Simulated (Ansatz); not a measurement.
`[SiH3]N[SiH2][SiH2]Cl` and `F[SiH2][SiH2]Cl` differ in one atom or group.

Ansatz, PBE0-D4/def2-TZVP geometries, multiplicity 1. Each molecule was computed in one conformer, which needn't be the lowest.

| property | `[SiH3]N[SiH2][SiH2]Cl` |
| --- | --- |
| size of the dipole moment (PBE/def2-TZVPP) / D | 1.61 |
| HOMO energy (B3LYP/def2-TZVPP) / eV | -7.30 |
| HOMO–LUMO gap (PBE0/def2-TZVPP) / eV | 6.75 |
| LUMO energy (PBE/def2-TZVPP) / eV | -1.60 |
| size of the dipole moment (ωB97M-V/def2-TZVPP) / D | 1.71 |
| HOMO–LUMO gap (B3LYP/def2-TZVPP) / eV | 6.39 |

Task: What does the change do to each property? (Estimate.)

Result: The calculation gave: 
```csv
property,`F[SiH2][SiH2]Cl`,shift
size of the dipole moment (PBE/def2-TZVPP) / D,0.12,-1.49
HOMO energy (B3LYP/def2-TZVPP) / eV,-8.09,-0.79
HOMO–LUMO gap (PBE0/def2-TZVPP) / eV,7.09,0.34
LUMO energy (PBE/def2-TZVPP) / eV,-2.07,-0.47
size of the dipole moment (ωB97M-V/def2-TZVPP) / D,0.15,-1.56
HOMO–LUMO gap (B3LYP/def2-TZVPP) / eV,6.72,0.33
```

With PBE0 the HOMO falls by 0.78 eV and the LUMO falls by 0.44 eV, so the gap widens by about 0.34 eV. PBE moves the HOMO by -0.83 eV and ωB97M-V by -0.65 eV. Dipoles are sizes alone; their direction can turn.

B3LYP here is the variant with VWN-RPA as its local correlation; programs differ in this.
